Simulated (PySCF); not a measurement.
# Dipole polarisabilities along the 4d series

Calculated with PySCF 2.14 for the ground configurations, without spin-orbit coupling: coupled response for Hartree-Fock and DFT. Mean α in bohr³, C₆ of like pairs in atomic units.

| species | α UHF | α PBE | α PBE0 | α recommended (Schwerdtfeger and Nagle) | C₆ UHF | C₆ PBE | C₆ PBE0 |
| --- | --- | --- | --- | --- | --- | --- | --- |
| Pd [Kr] 4d10 (x2c-QZVPPall with one added diffuse shell each of s, p, d, f, g type, spin-free X2C) | 21.09 | 31.10 | 26.96 | 26.14 ± 0.1 | 147.0 | 225.5 | 193.3 |
| Ag [Kr] 4d10 5s1 (x2c-QZVPPall with one added diffuse shell each of s, p, d, f, g type, spin-free X2C) | 83.24 | 48.59 | 52.92 | 55 ± 8 | 694.8 | 387.5 | 419.1 |
| Cd [Kr] 4d10 5s2 (x2c-QZVPPall with one added diffuse shell each of s, p, d, f, g type, spin-free X2C) | 63.76 | 47.70 | 50.60 | 46 ± 2 | 615.1 | 429.8 | 461.0 |

Hartree-Fock lacks correlation. All values carry a basis error.
